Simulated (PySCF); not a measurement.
Zr(OH)3(H) (H₄O₃Zr), SMILES [OH][ZrH]([OH])[OH], multiplicity 1. The structure is a stationary point at B3LYP-D3(BJ)/def2-SVP. The spin state was assumed, not searched. The structure was generated by enumeration; whether it is a known compound was not checked. The def2 effective core potentials stand for the cores of Zr; spin–orbit coupling is left out. One conformer was computed; it need not be the lowest.

Q: Give the equilibrium geometry at B3LYP-D3(BJ)/def2-SVP (PySCF confirms it by a frequency run) as Cartesian coordinates in Å, and its point group. (An estimate is asked for; the answer gives what the named calculation found.)

A: This is not unique; one that fits is point group C3v.
```xyz
8

Zr     0.0000     0.0000    -0.1874
O     -1.6117     0.9305     0.3115
H     -2.3736     1.3704     0.6927
O      1.6117     0.9305     0.3115
H      2.3736     1.3704     0.6927
O      0.0000    -1.8611     0.3115
H      0.0000    -2.7408     0.6927
H      0.0000     0.0000    -2.0589
```
